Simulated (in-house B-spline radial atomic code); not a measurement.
**RPA and G0W0 on BHandHLYP: the praseodymium ion Pr⁵⁺**

Configuration [Kr] 4d10 5s2 5p6, mean-field start BHandHLYP. Computed with an all-electron radial atomic-structure program (B-spline basis): all electrons, scalar-relativistic (spin-free one-electron X2C), finite nucleus, each spin shell either full or empty, empty states to l = 9 with an (l + 1/2)⁻⁴ tail; G0W0 by contour deformation at full frequency.

Spin-orbit coupling, left out, splits p levels strongly here.

Command:
```bash
python run_gw.py task.json out
```
Settings (radii: box in bohr, nucleus in fm):
```
Z                        59
electrons                54
configuration            [Kr] 4d10 5s2 5p6
hamiltonian              x2c
method                   bhandhlyp
lmax                     9
rms_radius               4.8919
spin_polarised           False
box_radius               10.43
intervals                67
```

Time taken, with all properties: 3.1 s on 1 thread of Arm Neoverse V2 (shared host).

Energies (hartree):

| term | value |
| --- | --- |
| mean-field total | -9231.62816 |
| Hartree-Fock functional on these orbitals | -9228.41010 |
| direct second order | -4.8211 |
| second-order exchange | 1.3055 |
| SOSEX correction | 1.2288 |

What is the RPA correlation energy, and what remains with SOSEX?

RPA gives -4.2903 hartree (-2.16 eV per electron); RPA + SOSEX gives -3.0615, and the second-order doubles -3.5156 hartree (no singles). SOSEX takes back 29 % of the RPA value.

Quasi-particle levels (eV):

```tsv
level	occupied	mean field	Σx - vxc	Σc	QP weight	G0W0
5p	yes	-80.50	-2.71	?	?	?
4d	yes	-192.32	-7.52	2.30	0.916	-197.54
4f	no	-61.91	9.00	-5.67	0.952	-58.58
```

G0W0 = mean field + (Σx - vxc) + Σc, with Σc (partial-wave tail included) taken at the quasi-particle energy. Only the outer levels were computed. Levels of low weight are left out.

Where does G0W0 put 5p?

At -84.20 eV, with Σc = -0.99 eV and a quasi-particle weight of 0.950.
